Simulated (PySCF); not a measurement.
These compounds are isomers of formula C4H8F2O2.

A. SMILES CCOC(F)(F)OC
B. SMILES COC(OC)C(F)F
C. `CO[C@@H](F)[C@H](F)OC`

Spectrum 1. ¹H NMR (300 MHz, computed): δ 4.57 (m, 2H), 3.50 (m, 6H). ¹³C{¹H} NMR (computed): δ 111.0 (CH, m), 56.4 (CH3).

Spectrum 2. ¹H NMR (300 MHz, computed): δ 3.82 (q, J = 8.0 Hz, 2H), 3.50 (s, 3H), 1.33 (tt, J = 8.0, 1.1 Hz, 3H). ¹³C{¹H} NMR (computed): δ 128.7 (C, t, J = 312.6 Hz), 62.4 (CH2, t, J = 3.0 Hz), 52.3 (CH3, t, J = 2.7 Hz), 18.1 (CH3).

Spectrum 3. ¹H NMR (300 MHz, computed): δ 5.57 (t, J = 61.9 Hz, 1H), 3.78 (t, J = 9.1 Hz, 1H), 3.41 (m, 6H). ¹³C{¹H} NMR (computed): δ 118.6 (CH, t, J = 305.7 Hz), 104.8 (CH, t, J = 26.1 Hz), 56.5 (CH3).

PySCF calculation with geometry from PBE0-D3(BJ)/def2-SVP, J: B3LYP/pcJ-1 (spin–dipole term left out of most H,H and C,H couplings) and shieldings: GIAO PBE0/pcSseg-1; equivalent nuclei averaged, non-relativistic, one computed conformer, no solvent model.

References, each an isolated molecule treated in the same way: ¹H and ¹³C against TMS. Multiplet labels drop J under 1 Hz and among equivalent protons, and merge close values. Unscaled 3J(H,H) run several per cent high. Vicinal couplings that depend on rotamer populations or ring flexing (ring, CH–CH, X–H and H–F types) are those of the one conformer. One-bond C–F couplings are unscaled and too large by tens of Hz. Shifts are as computed. Against solution values, carbons near 30 ppm lie about +2 ppm off and those near 130 ppm about +5 ppm. Of 1313 compounds with measured shifts, 239 miss one by over three times the rms of a fit or turn the order of signals round; such compounds aren't used in these exercises.

Which spectrum belongs to which compound?

Results:

1–C, 2–A, 3–B.

- Spectrum 1 (C): 2 ¹³C signals; δC 111.0 is an sp3 CH bonded to F and O; δC 56.4 is a methyl carbon bonded to O.
- Spectrum 2 (A): 4 ¹³C signals; δC 128.7 is an sp3 carbon bearing two oxygens; δC 62.4 is an sp3 CH2 bonded to O.
- Spectrum 3 (B): 3 ¹³C signals; δC 118.6 is an sp3 CH bonded to 2 F; δC 104.8 is an sp3 carbon bearing two oxygens.
